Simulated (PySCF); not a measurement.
CH4N (SMILES [CH2]N), doublet, at the geometry optimised at the base level; HF/def2-SVP, frequencies run with PySCF.

Here is a job for PySCF.
```python
from pyscf import gto, scf
from pyscf.hessian import thermo

mol = gto.M(
    atom='''
C     0.110227    0.722325   -0.007603
N    -0.077937   -0.659883    0.006824
H    -0.523481   -1.007197    0.834136
H    -0.532270   -1.023149   -0.808774
H     0.474923    1.166764    0.910803
H     0.465030    1.148810   -0.938315
''',
    basis='def2-svp',
    charge=0,
    spin=1,
    verbose=3,
)

mf = scf.UHF(mol)
mf.kernel()
hess = mf.Hessian().kernel()
freq = thermo.harmonic_analysis(mf.mol, hess)
thermo.dump_normal_mode(mf.mol, freq)
th = thermo.thermo(mf, freq['freq_au'], 298.15, 1000000)
thermo.dump_thermo(mf.mol, th)
```

The log (banner, timings and long lists left out):

```
converged SCF energy = -94.5234556676286  <S^2> = 0.75987258  2S+1 = 2.0098483
Mode                                 0                   1                   2
Irrep
Freq [cm^-1]                      443.4483            731.2960            829.4799
Reduced mass [au]                   1.0255              1.1588              1.4237
Force const [Dyne/A]                0.1188              0.3651              0.5771
Char temp [K]                     638.0234           1052.1721           1193.4369
Normal mode                   x     y     z       x     y     z       x     y     z
       0   C                -0.00 -0.00 -0.02    0.06 -0.02 -0.00    0.12 -0.04 -0.00
       1   N                -0.00 -0.00 -0.03    0.06 -0.06  0.00   -0.09  0.04  0.00
       2   H                 0.47 -0.04  0.20   -0.39  0.30 -0.07    0.28 -0.22  0.07
       3   H                -0.46  0.04  0.20   -0.39  0.31  0.07    0.28 -0.22 -0.07
       4   H                -0.46  0.03  0.14   -0.36  0.21  0.05   -0.40  0.19  0.08
       5   H                 0.46 -0.03  0.14   -0.36  0.21 -0.05   -0.40  0.19 -0.08
Mode                                 3                   4                   5
Irrep
Freq [cm^-1]                     1006.1074           1275.6871           1425.1323
Reduced mass [au]                   1.0303              3.2279              1.3454
Force const [Dyne/A]                0.6145              3.0949              1.6099
Char temp [K]                    1447.5645           1835.4297           2050.4481
Normal mode                   x     y     z       x     y     z       x     y     z
       0   C                -0.00 -0.00 -0.04    0.03  0.18 -0.00   -0.00 -0.00 -0.11
       1   N                -0.00 -0.00 -0.01   -0.03 -0.16  0.00    0.00  0.00  0.10
       2   H                -0.05  0.44  0.15   -0.03 -0.22 -0.01   -0.01 -0.45 -0.10
       3   H                 0.05 -0.44  0.16   -0.03 -0.22  0.02    0.01  0.45 -0.11
       4   H                 0.02 -0.48  0.18    0.10  0.25 -0.05   -0.03 -0.38  0.08
       5   H                -0.02  0.48  0.17    0.10  0.25  0.05    0.03  0.38  0.07
Mode                                 6                   7                   8
Irrep
Freq [cm^-1]                     1581.0842           1774.8100           3275.7692
Reduced mass [au]                   1.1873              1.1417              1.0514
Force const [Dyne/A]                1.7488              2.1189              6.6472
Char temp [K]                    2274.8282           2553.5564           4713.1025
Normal mode                   x     y     z       x     y     z       x     y     z
       0   C                 0.03  0.11 -0.00   -0.01  0.03 -0.00   -0.03 -0.05  0.00
       1   N                 0.01 -0.01  0.00   -0.03 -0.08  0.00   -0.00  0.00 -0.00
       2   H                -0.06 -0.10 -0.07    0.30  0.44  0.38   -0.00 -0.00 -0.00
       3   H                -0.06 -0.09  0.07    0.29  0.43 -0.39   -0.00 -0.00  0.00
       4   H                -0.20 -0.47  0.37   -0.02 -0.07  0.06    0.21  0.28  0.59
       5   H                -0.20 -0.48 -0.35   -0.02 -0.07 -0.06    0.21  0.27 -0.60
Mode                                 9                  10                  11
Irrep
Freq [cm^-1]                     3392.1013           3772.1168           3870.5248
Reduced mass [au]                   1.1212              1.0503              1.0980
Force const [Dyne/A]                7.6007              8.8051              9.6913
Char temp [K]                    4880.4785           5427.2362           5568.8235
Normal mode                   x     y     z       x     y     z       x     y     z
       0   C                -0.00 -0.00 -0.10    0.00 -0.00  0.00    0.00  0.00  0.00
       1   N                 0.00  0.00  0.00    0.04  0.04 -0.00    0.00  0.00  0.08
       2   H                 0.01  0.00 -0.01   -0.29 -0.24  0.58    0.30  0.23 -0.56
       3   H                -0.01 -0.00 -0.01   -0.29 -0.25 -0.57   -0.30 -0.25 -0.55
       4   H                 0.22  0.27  0.56   -0.00 -0.00 -0.00   -0.00 -0.01 -0.01
       5   H                -0.22 -0.26  0.57   -0.00 -0.00  0.00    0.00  0.01 -0.01
temperature 298.1500 [K]
pressure 1000000.00 [Pa]
Rotational constants [GHz] 147.05870 27.49140 23.93495
Symmetry number 1
Zero-point energy (ZPE) 0.05326 [Eh]   139828.844 [J/mol]
                           tot       elec      trans        rot        vib
Entropy [J/mol/K]       222.296      5.763    132.150     78.437      5.946
Cv [J/mol/K]             39.426      0.000     12.472     12.472     14.483
Cp [J/mol/K]             47.741      0.000     20.786     12.472     14.483
Internal energy [J/mol]                      3718.434   3718.434 141142.984
Internal energy [Eh]   -94.46686  -94.52346
Enthalpy [J/mol]                             6197.391   3718.434 141142.984
Enthalpy [Eh]          -94.46592
Gibbs free energy [J/mol]                  -33203.120 -19667.555 139370.148
Gibbs free energy [Eh] -94.49116
```
